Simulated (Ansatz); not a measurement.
Geometry optimisation, RKS r2SCAN-D4/def2-SVP in Ansatz 0.2.0.

Input:

```yaml
crystal:
  periodic: [false, false, false]
  atoms:
    - { symbol: Ge, position_ang: [0.171832, 0.034455, -0.068906] }
    - { symbol: F, position_ang: [0.311919, -0.082713, 1.638501] }
    - { symbol: H, position_ang: [1.628394, 0.051405, -0.562371] }
    - { symbol: H, position_ang: [-0.530385, 1.34883, -0.422791] }
    - { symbol: H, position_ang: [-0.555969, -1.210696, -0.582669] }
    - { symbol: "N", position_ang: [-2.621841, -0.068557, 1.317584] }
    - { symbol: H, position_ang: [-2.654999, -0.629012, 0.469922] }
    - { symbol: H, position_ang: [-2.494507, 0.902312, 1.042912] }
    - { symbol: H, position_ang: [-1.780844, -0.346023, 1.854917] }
basis:
  gaussian: { orbitals: def2-SVP }
hamiltonian:
  xc: r2scan
  dispersion: d4
relax:
  f_tol: 0.03
  max_steps: 50
```

Command:

```bash
$ ansatz run input.yaml --threads 2 --pin off --max-ram 3072MiB --backend cpu --events-out ev --progress --plain --runs-dir out
```

**Question.** Where does it end, and by what steps?

**Answer.** The forces met the threshold. The force dipped under the threshold on the way, but the program's further checks kept it going. After 8 steps the energy has fallen by 0.067 eV; H7 moved furthest, 0.29 Å.

```
step  energy less start (eV)  largest force component (eV/Å)  accepted
   0                  0.0000                           1.236       yes
   1                 -0.0594                           0.401       yes
   2                 -0.0627                           0.176       yes
   3                 -0.0650                           0.073       yes
   4                 -0.0661                           0.018       yes
   5                 -0.0665                           0.106       yes
   6                 -0.0668                           0.051       yes
   7                 -0.0670                           0.004       yes
   8                 -0.0671                           0.021       yes
```

```xyz
9
Properties=species:S:1:pos:R:3
Ge 0.296 0.040 -0.151
F 0.321 -0.196 1.586
H 1.770 0.040 -0.572
H -0.374 1.392 -0.415
H -0.474 -1.136 -0.757
N -2.743 -0.053 1.431
H -2.773 -0.765 0.701
H -2.701 0.848 0.955
H -1.849 -0.168 1.911
```

Whether the end is a true minimum wasn't checked by a vibrational analysis.

Time of the run: 25 s on 2 threads of Arm Neoverse V1, with other jobs on the host, peak memory 0.14 GiB.
